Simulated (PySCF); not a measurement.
CH2GaNO3, SMILES O=C=[N][Ga]([OH])[OH].

Geometry: r2SCAN-D4/def2-SVP. One conformer was computed; it need not be the lowest.

These are TDA-B3LYP/def2-SVPD run with PySCF values and carry that method's errors.

Vertical excitations. Gas-phase values at a fixed geometry. State labels are in the subgroup Cs.

Computed UV-visible absorptions:
| state | symmetry | energy (eV) | λ (nm) | f | main pairs |
|---|---|---|---|---|---|
| S1 | A' | 6.09 | 204 | 0.021 | HOMO→LUMO 97 % |
| S2 | A" | 6.12 | 203 | 0.000 | HOMO−1→LUMO 98 % |
| S3 | A" | 6.29 | 197 | 0.000 | HOMO−2→LUMO 98 % |
| S4 | A" | 6.29 | 197 | 0.000 | HOMO→LUMO+1 97 % |
| S5 | A' | 6.78 | 183 | 0.049 | HOMO−1→LUMO+1 75 %, HOMO→LUMO+2 16 % |
| S6 | A" | 7.20 | 172 | 0.112 | HOMO−3→LUMO 94 % |
| S7 | A' | 7.23 | 171 | 0.018 | HOMO−2→LUMO+1 62 %, HOMO−5→LUMO 33 % |
| S8 | A' | 7.44 | 167 | 0.075 | HOMO−4→LUMO 74 %, HOMO−3→LUMO+1 18 % |
| S9 | A" | 7.44 | 167 | 0.000 | HOMO−1→LUMO+2 82 %, HOMO−1→LUMO+5 16 % |
| S10 | A' | 7.95 | 156 | 0.116 | HOMO−5→LUMO 59 %, HOMO−2→LUMO+1 29 % |
| T1 | A' | 5.79 | 214 | 0 | HOMO→LUMO 96 % |
| T2 | A" | 5.87 | 211 | 0 | HOMO−1→LUMO 94 % |
| T3 | A" | 5.92 | 209 | 0 | HOMO−2→LUMO 93 % |
| T4 | A' | 6.06 | 205 | 0 | HOMO−1→LUMO+1 90 % |
Triplets are in the Tamm–Dancoff approximation.
